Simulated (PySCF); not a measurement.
**Re⁺: excitation energy**

Re⁺ [Xe] 4f14 5d5 6s1 (7S) → Re⁺ [Xe] 4f14 5d4 6s1 6p1 (high-spin determinant), as a difference of total energies. Calculation: PySCF 2.14, in aug-cc-pVQZ-PP with ECP60MDF (7s7p6d4f3g2h, 135 functions); scalar relativity through the core potential. Correlated levels: valence: 5s2 5p6 frozen. The calculations carry no spin-orbit coupling.

```json
{"method": "UHF", "excitation energy (cm⁻¹)": "54134"}
{"method": "LDA", "excitation energy (cm⁻¹)": "59451"}
{"method": "PBE", "excitation energy (cm⁻¹)": "59263"}
{"method": "PBE0", "excitation energy (cm⁻¹)": "58840"}
{"method": "r2SCAN", "excitation energy (cm⁻¹)": "59730"}
{"method": "r2SCAN0", "excitation energy (cm⁻¹)": "59332"}
{"method": "PBEsol", "excitation energy (cm⁻¹)": "59499"}
{"method": "PW91", "excitation energy (cm⁻¹)": "59267"}
{"method": "MP2 (valence)", "excitation energy (cm⁻¹)": "57455"}
{"method": "SCS-MP2 (valence)", "excitation energy (cm⁻¹)": "55241"}
```

The determinant of the upper state mixes LS terms, which raises its energy above the lowest term, most at the Hartree-Fock and MP2 levels.
